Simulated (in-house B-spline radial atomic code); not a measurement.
Configurations of neutral bromine, with energies counted from [Ar] 3d10 4s2 4p5. Method: non-relativistic revTPSS, spin-polarised, spherical fractional occupations, point nucleus. Calculated with an all-electron radial atomic-structure program (B-spline basis). Shells without spins written out take the highest spin.

Occupations are held fixed; configurations that lie above the ionisation limit could autoionise.

```csv
configuration,E - E(ref) (eV),highest orbital,its <r> (bohr)
[Ar] 3d10 4s1 4p6,11.668,4p down,2.103
[Ar] 3d10 4s1 4p5 5f1,23.51,5f up,29.48
[Ar] 3d9 4s2 4p6,65.574,4p down,1.982
[Ar] 3d9 4s2 4p5 5p1,77.016,5p up,7.469
[Ar] 3d9 4s2 4p5 5f1,78.935,5f up,29.53
[Ne] 3s2 3p5 3d10 4s2 4p5 5f1,183.19,5f up,29.53
"[Ne] 3s2 3p(3 up, 2 down) 3d10 4s2 4p(2 up, 3 down) 5f(0 up, 1 down)",183.29,5f down,29.53
```

Question: Order these further configurations by energy, lowest first.
A. [Ne] 3s2 3p5 3d10 4s2 4p5 5s1
B. [Ar] 3d9 4s2 4p5 4f1
C. [Ne] 3s2 3p(3 up, 2 down) 3d10 4s2 4p6
D. [Ar] 3d10 4s(0 up, 1 down) 4p(3 up, 2 down) 5d(0 up, 1 down)
E. [Ar] 3d10 4s1 4p5 5p1

Answer: E (21.616 eV), D (23.956 eV), B (78.641 eV), C (169.79 eV), A (180 eV).

Question: How far above the reference does [Ar] 3d(5 up, 4 down) 4s2 4p(2 up, 3 down) 5f(0 up, 1 down) lie?

Answer: 79.074 eV; its least bound orbital is 5f down with <r> = 29.52 bohr.

Question: How far above the reference does [Ar] 3d9 4s2 4p5 4d1 lie?

Answer: 77.639 eV; its least bound orbital is 4d up with <r> = 7.73 bohr.
